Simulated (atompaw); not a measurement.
# An all-electron radial function and its pseudo partner (nitrogen)

Columns: radius, all-electron u(r) and pseudo u(r) of the 2p shell (level -20.82 eV) of nitrogen in the configuration [He] 2s2 2p2; LDA (PW92), scalar-relativistic, PAW (atompaw) scheme, atompaw 4.2.0.5.

```tsv
r (bohr)	all-electron	pseudo
0.071	0.0457	0.0072
0.142	0.1455	0.0285
0.213	0.2640	0.0631
0.285	0.3842	0.1101
0.356	0.4928	0.1662
0.427	0.5870	0.2298
0.498	0.6654	0.2982
0.569	0.7280	0.3687
0.640	0.7757	0.4387
0.712	0.8101	0.5063
0.783	0.8318	0.5675
0.854	0.8431	0.6213
0.925	0.8455	0.6661
0.996	0.8403	0.7011
1.067	0.8291	0.7256
1.138	0.8129	0.7398
1.210	0.7924	0.7441
1.281	0.7691	0.7394
1.352	0.7435	0.7270
1.423	0.7163	0.7083
1.494	0.6878	0.6848
1.565	0.6587	0.6580
1.637	0.6289	0.6290
1.708	0.5995	0.5996
1.779	0.5703	0.5703
1.850	0.5415	0.5415
```

Q: How many radial nodes do the two functions have?

A: The all-electron 2p function has n − l − 1 = 0; the pseudo-wave has 0.

Q: Is the pseudo-wave norm-conserving?

A: No, it belongs to a PAW set: the norm inside the radius is not constrained, and the difference is carried by the augmentation charge.
